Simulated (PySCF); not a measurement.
CH₄BeSSe. Atoms are numbered in the order given.

```xyz
8

Be     0.1917    -0.2512    -0.2566
S     -0.1914    -1.4316    -1.6976
C     -2.0325    -1.3062    -1.8284
H     -2.5167    -1.7105    -0.9300
H     -2.3200    -1.9139    -2.6964
H     -2.3486    -0.2686    -1.9962
Se     0.6232     1.0489     1.2507
H      0.4876    -0.0222     2.2568
```

Coordinates come from a TPSSh-D3(BJ)/def2-SVP optimisation. The structure was generated by enumeration; whether it is a known compound was not checked. Other conformers were not sampled.

Calculation: TDDFT-M06-2X/def2-SVPD (PySCF).

Vertical excitations. The molecule is in vacuum.

```tsv
state	energy (eV)	λ (nm)	f	main pairs
S1	4.80	258	0.000	HOMO→LUMO 91 %
S2	5.15	241	0.002	HOMO−1→LUMO+1 88 %
S3	5.71	217	0.003	HOMO→LUMO+1 46 %, HOMO−1→LUMO 28 %, HOMO−2→LUMO 10 %
S4	5.82	213	0.129	HOMO−1→LUMO+2 50 %, HOMO−1→LUMO 34 %
S5	5.83	213	0.203	HOMO−1→LUMO+2 36 %, HOMO→LUMO+1 27 %, HOMO−1→LUMO 24 %
S6	5.98	207	0.049	HOMO→LUMO+2 74 %, HOMO→LUMO+3 14 %
S7	6.27	198	0.024	HOMO−2→LUMO 76 %
S8	6.46	192	0.016	HOMO−2→LUMO+1 29 %, HOMO−1→LUMO+7 16 %, HOMO−1→LUMO+4 16 %, HOMO−1→LUMO+6 10 %
S9	6.48	191	0.010	HOMO−2→LUMO+1 53 %, HOMO−1→LUMO+7 10 %, HOMO−1→LUMO+4 9 %
S10	7.01	177	0.017	HOMO→LUMO+3 65 %, HOMO→LUMO+2 10 %, HOMO→LUMO+6 10 %
T1	4.59	270	0	HOMO→LUMO 88 %
T2	4.84	256	0	HOMO→LUMO+1 62 %, HOMO−1→LUMO 17 %
T3	4.93	252	0	HOMO−1→LUMO+1 82 %
T4	5.01	247	0	HOMO−1→LUMO 68 %, HOMO→LUMO+1 17 %
```
Triplets are in the Tamm–Dancoff approximation, which puts them higher than full response would, so one can lie above its singlet here.
